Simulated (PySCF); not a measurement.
**Electronic structure of Zn (zinc, neutral) at the UHF level**

Configuration: [Ar] 3d10 4s2, closed-shell 1S. Computed with PySCF 2.14 in aug-cc-pVDZ-DK, with scalar relativity by spin-free X2C-1e.

| Quantity | Value |
| --- | --- |
| Total energy | -1794.266493 hartree |
| One-electron energy | -2504.9114 hartree |
| Hartree (Coulomb) energy | 781.1746 hartree |
| Exchange energy | -70.5297 hartree |
| ⟨S²⟩ | 0.0000 |
| ⟨L²⟩ | 0.000 |
| Sum of ⟨r⟩ | 21.89 bohr |
| Sum of ⟨r²⟩ | 34.40 bohr² |
| Langevin diamagnetic susceptibility | -27.2 ×10⁻⁶ cm³/mol |
| Time after the integrals | 0.29 s of wall time on 1 thread of Neoverse-N1 (shared host) |

```
shell  electrons  mean orbital energy (eV)  rms radius, mean of both spins (bohr)
   1s          2                   -9729.3                                 0.0580
   2s          2                   -1233.4                                  0.244
   2p          6                   -1065.0                                  0.219
   3s          2                   -157.75                                  0.731
   3p          6                   -105.47                                  0.777
   3d         10                   -20.714                                   1.01
   4s          2                    -8.125                                   3.09
```

Densities and radii are taken from the X2C orbitals without a picture-change correction, which distorts them close to the nucleus.
